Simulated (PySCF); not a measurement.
Highest orbital energy against ionisation energy along the 5p block

Calculated with PySCF 2.14, no spin-orbit coupling. Each cell gives −ε(HOMO) / ΔSCF in eV; NIST values include spin-orbit coupling, (s) semi-empirical, (t) theoretical.

```json
{"species": "In (aug-cc-pwCVTZ-DK3 with one added diffuse shell each of s, p, d, f type, spin-free X2C)", "UHF": "5.489 / 5.219", "LDA": "2.866 / 5.729", "PBE": "2.833 / 5.601", "PBE0": "3.603 / 5.630", "r2SCAN": "3.062 / 5.724", "NIST (lowest levels)": "5.786"}
{"species": "Sn (aug-cc-pwCVTZ-DK3 with one added diffuse shell each of s, p, d, f type, spin-free X2C)", "UHF": "7.269 / 6.848", "LDA": "4.179 / 7.422", "PBE": "4.126 / 7.268", "PBE0": "5.040 / 7.313", "r2SCAN": "4.411 / 7.408", "NIST (lowest levels)": "7.344"}
{"species": "Sb (aug-cc-pwCVTZ-DK3 with one added diffuse shell each of s, p, d, f type, spin-free X2C)", "UHF": "9.097 / 8.568", "LDA": "5.530 / 9.125", "PBE": "5.469 / 8.965", "PBE0": "6.525 / 9.039", "r2SCAN": "5.829 / 9.159", "NIST (lowest levels)": "8.608"}
{"species": "Te (aug-cc-pwCVTZ-DK3 with one added diffuse shell each of s, p, d, f type, spin-free X2C)", "UHF": "8.505 / 7.735", "LDA": "5.417 / 9.017", "PBE": "5.282 / 8.743", "PBE0": "6.299 / 8.740", "r2SCAN": "5.513 / 8.748", "NIST (lowest levels)": "9.010"}
{"species": "I (aug-cc-pwCVTZ-DK3 with one added diffuse shell each of s, p, d, f type, spin-free X2C)", "UHF": "10.424 / 9.542", "LDA": "6.885 / 10.806", "PBE": "6.734 / 10.515", "PBE0": "7.883 / 10.536", "r2SCAN": "7.009 / 10.537", "NIST (lowest levels)": "10.451"}
{"species": "Xe (aug-cc-pwCVTZ-DK3 with one added diffuse shell each of s, p, d, f type, spin-free X2C)", "UHF": "12.424 / 11.448", "LDA": "8.392 / 12.624", "PBE": "8.238 / 12.328", "PBE0": "9.525 / 12.389", "r2SCAN": "8.591 / 12.413", "NIST (lowest levels)": "12.130"}
```

Q: How far is −ε(HOMO) from ΔSCF on average for each method, and why?

A: UHF 0.64 eV; LDA -3.58 eV; PBE -3.46 eV; PBE0 -2.46 eV; r2SCAN -3.26 eV. Hartree-Fock orbital energies lack relaxation and so exceed the ΔSCF value; semilocal functionals have convex E(N) from self-interaction, so their HOMO lies far too high; exact exchange moves hybrids part of the way back.
